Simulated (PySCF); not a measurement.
GeH5Si, SMILES [SiH3][GeH2] (connectivity only; charge and spin as stated), charge +1, multiplicity 1.

Geometry optimised at PBE0-D3(BJ)/def2-TZVP. The multiplicity is an assumed one; other spin states were not compared. The isomer is the one that the SMILES or the coordinates give; other isomers of the formula were not compared.

Two levels are set side by side: TDA-PBE/def2-SVPD (PySCF) and TDA-CAM-B3LYP/def2-SVPD (PySCF). Vertical, same geometry. The lowest singlet is HOMO→LUMO 97 % with PBE and HOMO→LUMO 98 % with the other functional; states are paired by order. Differences are taken from unrounded values.

```
quantity                               TDA-CAM-B3LYP  TDA-PBE  TDA-PBE minus TDA-CAM-B3LYP
-------------------------------------  -------------  -------  ---------------------------
lowest singlet excitation (eV)                  3.78     3.60                        -0.18
lowest triplet excitation (TDA) (eV)            3.00     2.86                        -0.14
first bright state (f over 0.05) (eV)           8.24     4.51                        -3.72
its oscillator strength                         0.57     0.06                        -0.51
```

Functionals without exact exchange tend to place singlet excitations lower, as here. Differences between two approximate levels are no errors against the true value.

Rough cost on one machine, each run with all the roots and properties that it gave: TDA-CAM-B3LYP against TDA-PBE about 2 times.
